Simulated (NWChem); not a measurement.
System: C₂H₆N₂Si; SMILES C(#N)C[SiH2]N

```xyz
11

N     -0.7461     2.4483     0.2142
C      0.0543     1.6572    -0.0640
C      1.0013     0.6110    -0.3853
Si     0.3997    -1.0922     0.2663
N     -1.1846    -1.5425    -0.2258
H      1.1376     0.5606    -1.4782
H      1.9841     0.8425     0.0591
H      1.3670    -2.0972    -0.2637
H      0.4487    -1.0107     1.7536
H     -1.3584    -1.9084    -1.1544
H     -1.9934    -1.0463     0.1322
```
Atoms are numbered in this order, from 1.

All runs: NWChem. Pople sets run with spherical d functions. The geometry was optimised at PBE0/def2-SVP. Ions are spin-unrestricted doublets at the neutral geometry; other ion states weren't tried.

| level | vertical ionisation energy, ΔSCF (eV) | −ε(HOMO) (eV) | ΔSCF minus −ε(HOMO) (eV) |
|---|---|---|---|
| B3LYP/6-31G* | 9.58 | 7.21 | 2.37 |
| PBE/6-31G* | 9.24 | 6.03 | 3.21 |
| BHandHLYP/6-31G* | 9.79 | 8.82 | 0.97 |
| M06-2X/6-31G* | ? | ? | ? |
| LDA (Slater exchange, VWN5)/6-31G* | 9.40 | 6.13 | 3.27 |

### Question
Complete the blanks.

### Answer

- M06-2X/6-31G*, vertical ionisation energy, ΔSCF (eV): 10.00
- M06-2X/6-31G*, −ε(HOMO) (eV): 8.83
- M06-2X/6-31G*, ΔSCF minus −ε(HOMO) (eV): 1.17
